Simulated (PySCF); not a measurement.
# Ti (titanium, neutral) across methods

[Ar] 3d2 4s2, high-spin 3F determinant. Computed with PySCF 2.14 in aug-cc-pVQZ-DK (9s8p6d4f3g2h, 140 functions), with the spin-free X2C one-electron Hamiltonian (Gaussian nucleus).

```csv
method,E (hartree),mean ε 3d α (eV),mean ε 4s α (eV),mean ε 4s β (eV),Σ⟨r²⟩ (bohr²),⟨S²⟩
r2SCANh,-853.667,-6.409,-4.977,-4.450,47.58,2.011
r2SCAN,-853.671,-5.778,-4.752,-4.224,47.57,2.012
M06-L,-853.654,-5.233,-4.602,-4.216,46.44,2.002
PBEsol,-852.509,-5.126,-4.643,-4.160,47.07,2.004
PBE,-853.489,-5.194,-4.620,-4.156,47.23,2.003
UHF,-852.74916,-11.980,-6.369,-5.749,49.85,2.009
PBE0,-853.519,-6.924,-5.210,-4.752,47.34,2.004
```

Task: Estimate the same row for LDA.

Result: E (hartree) = -851.617; mean ε 3d α (eV) = -5.157; mean ε 4s α (eV) = -4.778; mean ε 4s β (eV) = -4.292; Σ⟨r²⟩ (bohr²) = 46.73; ⟨S²⟩ = 2.003.
